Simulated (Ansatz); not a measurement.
Basis-set extrapolation for C₃H₈AlN, SMILES `N/C=C/[CH2][AlH2]` (PBE0-D4/def2-TZVP geometry, frozen core, Ansatz 0.2.0). Multiplicity 1, RHF reference.

```
                      def2-TZVPP   def2-QZVPP
                 HF  -414.663931  -414.679149
    MP2 correlation    -0.801890    -0.854542
CCSD(T) correlation    -0.882374      not run
```

Energies in hartree. Use E(X) = E(∞) + A·exp(−7.88·√X) for Hartree–Fock and E(X) = E(∞) + B·X^(−2.97) for correlation, with X = 3 and 4, and add CCSD(T) minus MP2 of the smaller set to the MP2 limit.

Question: What is the CCSD(T) energy at the basis-set limit?

Answer: HF limit: -414.679149 + (-0.015218) × 0.13774 = -414.68125. MP2 limit: -0.854542 + (-0.052652) × 0.74074 = -0.89354. Higher-order term: -0.882374 − (-0.801890) = -0.08048. Total: -415.65527 hartree, 286.1 kJ/mol below CCSD(T)/def2-TZVPP.
